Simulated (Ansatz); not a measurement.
F2H3InSi, SMILES `[F][In]([F])[SiH3]` at its PBE0-D4/def2-TZVP geometry, where that method's forces vanish. The species carries charge 0 and has multiplicity 1. In takes the def2 core potential.

```xyz
7

F     2.1950   -0.1900    1.9304
In    0.8121   -0.7703    0.6929
F     0.8956   -2.7125    0.6707
Si   -0.7645    0.7136   -0.6372
H    -1.9873   -0.0595   -0.9585
H    -0.0591    1.1135   -1.8793
H    -1.0918    1.9053    0.1809
```

(1) What forces (eV/Å) does r2SCAN-D4/def2-TZVPP give on these atoms in Ansatz? (Estimate.)

Results:

(1) Computed: 
```
F1   0.065  0.002  0.057
In2 -0.102  0.096 -0.086
F3   0.022 -0.083  0.015
Si4  0.005 -0.008  0.009
H5   0.024  0.021  0.003
H6  -0.018 -0.006  0.024
H7   0.004 -0.022 -0.021
```
